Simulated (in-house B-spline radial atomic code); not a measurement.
Ti IV (Ti3+) is squeezed into an impenetrable sphere of radius R (the orbitals vanish at R). Method: scalar-relativistic (X2C) Hartree-Fock, spin-polarised, averaged over the determinants with the given up and down occupations, Fermi nucleus of rms radius 3.5921 fm. Calculated with a B-spline radial code for spherical atoms.

Energies in eV above the free ion in [Ar] 3d1:

| R (bohr) | highest level (eV) | [Ar] 3d1 | [Ne] 3s2 3p5 3d2 |
| --- | --- | --- | --- |
| 7.29 | -43.1 | 0 | 34.07 |
| 5.73 | -43.1 | 0.0008737 | 34.07 |
| 5.43 | -43.1 | 0.00203 | 34.07 |
| 4.5 | -43.1 | 0.02628 | 34.1 |
| 3.81 | -43 | 0.1764 | 34.31 |
| 2.86 | -41.3 | 2.925 | 37.67 |
| 2.73 | -40.6 | 4.404 | 39.36 |
| 2.39 | -37 | 13.14 | 48.91 |
| 1.75 | -13.1 | 109.5 | 147.4 |
| 1.59 | 1.39 | 188.5 | 226.2 |

Problem. Does [Ne] 3s2 3p5 3d2 fall below [Ar] 3d1 under compression?

Solution. No, it stays above over the whole range.

The highest level is first positive in the row R = 1.59 bohr, pushed up by confinement above the zero of the free ion's potential. Each configuration is held fixed and needn't be the lowest in the sphere.
